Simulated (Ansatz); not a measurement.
Molecule: WF (charge 0, sextet). The spin state was set by rule; other spins were not relaxed. 
Structure (B3LYP-D3(BJ)/def2-TZVP (Ansatz, a first-principles code) minimum search):
```xyz
2

W      0.0000     0.0000    -0.2066
F      0.0000     0.0000     1.6986
```
Charge 0, spin multiplicity 6.

Basis-set convergence of Hartree-Fock and MP2 correlation energies (hartree) with Ansatz. Valence correlation only, unless marked. Open shells are spin-unrestricted. No spin-orbit coupling. Frozen are the shells of the preceding noble gas and the d and f shells that filled before the atom's block. Past Kr the def2 sets carry scalar-relativistic core potentials.

```
basis        functions       E(HF)  E(corr, MP2)
-----------  ---------  ----------  ------------
def2-SVPD           58  -165.76840      -0.26840
def2-TZVPPD         99  -165.89831      -0.34742
def2-QZVPPD        150  -165.90369      -0.37523
```

Extrapolating the two largest sets (X = 3 and 4) as X^-3: E(corr) = (64·(-0.37523) - 27·(-0.34742))/37 = -0.3955 Eh, an estimate of the basis-set limit. The largest set recovers 94.9 % of it, the smallest 67.9 %.
